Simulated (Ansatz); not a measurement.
Start from `O[SiH]([SiH3])Cl` and change one atom or group to get `O[SiH](Cl)[GeH3]`.

Ansatz, PBE0-D4/def2-TZVP geometries, multiplicity 1. Each molecule was computed in one conformer, which needn't be the lowest.

Scalar relativity is left out up to krypton.

| property | `O[SiH]([SiH3])Cl` |
| --- | --- |
| HOMO energy (PBE0/def2-TZVPP) / eV | -8.14 |
| size of the dipole moment (PBE/def2-TZVPP) / D | 1.26 |
| LUMO energy (PBE/def2-TZVPP) / eV | -1.21 |
| LUMO energy (B3LYP/def2-TZVPP) / eV | -0.56 |
| LUMO energy (PBE0/def2-TZVPP) / eV | -0.35 |
| HOMO–LUMO gap (PBE0/def2-TZVPP) / eV | 7.79 |

(1) What does the change do to each property? (Estimate.)

## Answers

(1) Ansatz gave: 
| property | `O[SiH](Cl)[GeH3]` | shift |
| --- | --- | --- |
| HOMO energy (PBE0/def2-TZVPP) / eV | -7.97 | 0.17 |
| size of the dipole moment (PBE/def2-TZVPP) / D | 1.33 | 0.07 |
| LUMO energy (PBE/def2-TZVPP) / eV | -1.13 | 0.08 |
| LUMO energy (B3LYP/def2-TZVPP) / eV | -0.52 | 0.04 |
| LUMO energy (PBE0/def2-TZVPP) / eV | -0.30 | 0.05 |
| HOMO–LUMO gap (PBE0/def2-TZVPP) / eV | 7.67 | -0.12 |

With PBE0 the HOMO rises by 0.17 eV and the LUMO rises by 0.05 eV, so the gap narrows by about 0.12 eV. PBE moves the HOMO by 0.15 eV and ωB97M-V by 0.19 eV. Dipoles are sizes alone; their direction can turn.

B3LYP here is the variant with VWN-RPA as its local correlation; programs differ in this.
